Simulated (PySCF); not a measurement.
**How methods differ on the ionisation energy of As⁺**

As⁺ [Ar] 3d10 4s2 4p2 (3P) → As²⁺ [Ar] 3d10 4s2 4p1 (2P), as a difference of total energies. All numbers are calculated (PySCF 2.14, a scalar-relativistic core potential, in aug-cc-pVTZ-PP with ECP10MDF). Correlated levels: valence: 3s2 3p6 3d10 frozen. The calculations carry no spin-orbit coupling.

| method | ionisation energy (eV) |
| --- | --- |
| UHF | 17.979 |
| MP2 (valence) | 18.357 |
| SCS-MP2 (valence) | 18.282 |
| CCSD (valence) | 18.388 |
| CCSD(T) (valence) | 18.413 |
| CCSDT (valence) | 18.419 |

Q: How much does correlation contribute at CCSD(T) (valence)?

A: 18.413 − (17.979) = 0.434 eV, measured against UHF.

The reference lies between the lowest fine-structure levels, while these numbers refer to the centres of the terms.

Errors of the correlated levels include the incompleteness of this basis and the frozen core.

For comparison: 18.589 eV (measured; NIST Atomic Spectra Database, ionization energies).
